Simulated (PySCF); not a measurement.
C2H3O2 (SMILES [CH2]C(=O)O), doublet (typed; the unrestricted solution is spin-contaminated), geometry from GFN2-xTB; MP2/STO-3G run with PySCF.

Here is a job for PySCF.
```python
from pyscf import gto, scf, mp

mol = gto.Mole()
mol.atom = '''
    C     0.04765939    0.08243276   -0.05118241
    O     0.27214038    1.15850639   -0.57845970
    O    -1.15674511   -0.20174152    0.49367599
    H    -1.74941322    0.55735887    0.38773571
    C     0.98018779   -0.98897084    0.06432854
    H     0.69019151   -1.90286014    0.54732555
    H     1.96897649   -0.86938916   -0.33566831
'''
mol.basis = 'sto-3g'
mol.spin = 1
mol.verbose = 4
mol.build()

mf = scf.UHF(mol)
mf.kernel()

pt = mp.MP2(mf, frozen=4)
pt.kernel()
print('E(MP2) = %.10f' % pt.e_tot)
```

Problem. Write the output that PySCF gives for this input, abridged.

Solution. 
```
PySCF version 2.14.0

[INPUT] verbose = 4
[INPUT] num. atoms = 7
[INPUT] num. electrons = 31
[INPUT] charge = 0
[INPUT] spin (= nelec alpha-beta = 2S) = 1
[INPUT] symmetry False subgroup None
[INPUT] Mole.unit = angstrom
[INPUT] Symbol           X                Y                Z      unit          X                Y                Z       unit  Magmom
[INPUT]  1 C      0.047659390000   0.082432760000  -0.051182410000 AA    0.090063194364   0.155775340092  -0.096720737295 Bohr   0.0
[INPUT]  2 O      0.272140380000   1.158506390000  -0.578459700000 AA    0.514270785635   2.189259790659  -1.093130407098 Bohr   0.0
[INPUT]  3 O     -1.156745110000  -0.201741520000   0.493675990000 AA   -2.185931453830  -0.381236220753   0.932912415374 Bohr   0.0
[INPUT]  4 H     -1.749413220000   0.557358870000   0.387735710000 AA   -3.305911864493   1.053255617397   0.732714300614 Bohr   0.0
[INPUT]  5 C      0.980187790000  -0.988970840000   0.064328540000 AA    1.852286473743  -1.868884032781   0.121563322593 Bohr   0.0
[INPUT]  6 H      0.690191510000  -1.902860140000   0.547325550000 AA    1.304272927400  -3.595884517952   1.034295390477 Bohr   0.0
[INPUT]  7 H      1.968976490000  -0.869389160000  -0.335668310000 AA    3.720826311807  -1.642907408066  -0.634321174596 Bohr   0.0

nuclear repulsion = 113.963193783785
number of shells = 15
number of NR pGTOs = 69
number of NR cGTOs = 23
basis = sto-3g
ecp = {}

******** <class 'pyscf.scf.uhf.UHF'> ********
method = UHF
initial guess = minao
damping factor = 0
level_shift factor = 0
DIIS = <class 'pyscf.scf.diis.CDIIS'>
diis_start_cycle = 1
diis_space = 8
diis_damp = 0
SCF conv_tol = 1e-09
SCF conv_tol_grad = None
SCF max_cycles = 50
direct_scf = True
direct_scf_tol = 1e-13
number electrons alpha = 16  beta = 15
Set gradient conv threshold to 3.16228e-05
init E= -224.956896098325

cycle= 1 E= -223.959943287442  delta_E= 0.997  |g|= 0.499  |ddm|= 2.48
cycle= 2 E= -224.105608256582  delta_E= -0.146  |g|= 0.323  |ddm|= 1.02
cycle= 3 E= -224.16091802536  delta_E= -0.0553  |g|= 0.0615  |ddm|= 0.39
cycle= 4 E= -224.167655802219  delta_E= -0.00674  |g|= 0.0424  |ddm|= 0.134
cycle= 5 E= -224.172135744292  delta_E= -0.00448  |g|= 0.0308  |ddm|= 0.117
cycle= 6 E= -224.176221007482  delta_E= -0.00409  |g|= 0.0265  |ddm|= 0.12
cycle= 7 E= -224.18246118053  delta_E= -0.00624  |g|= 0.0068  |ddm|= 0.303
cycle= 8 E= -224.18249823344  delta_E= -3.71e-05  |g|= 0.00469  |ddm|= 0.018
cycle= 9 E= -224.182590244113  delta_E= -9.2e-05  |g|= 0.00101  |ddm|= 0.0358
cycle= 10 E= -224.182589671842  delta_E= 5.72e-07  |g|= 0.000742  |ddm|= 0.00758
cycle= 11 E= -224.182591130025  delta_E= -1.46e-06  |g|= 0.00047  |ddm|= 0.00938
cycle= 12 E= -224.182592168078  delta_E= -1.04e-06  |g|= 5.74e-05  |ddm|= 0.00405
cycle= 13 E= -224.182592179782  delta_E= -1.17e-08  |g|= 1.33e-05  |ddm|= 0.000326
cycle= 14 E= -224.182592180173  delta_E= -3.91e-10  |g|= 4.96e-06  |ddm|= 6.17e-05
Extra cycle  E= -224.182592180202  delta_E= -2.93e-11  |g|= 3.02e-06  |ddm|= 8.57e-06
converged SCF energy = -224.182592180202  <S^2> = 1.0168389  2S+1 = 2.2510788

******** <class 'pyscf.mp.ump2.UMP2'> ********
nocc = (np.int64(12), np.int64(11)), nmo = (19, 19)
frozen orbitals 4
E(UMP2) = -224.332370313586  E_corr = -0.149778133383618
E(SCS-UMP2) = -224.338038663657  E_corr = -0.155446483454671
E_corr(same-spin) = -0.0280237806988503
E_corr(oppo-spin) = -0.121754352684767
E(MP2) = -224.3323703136
```
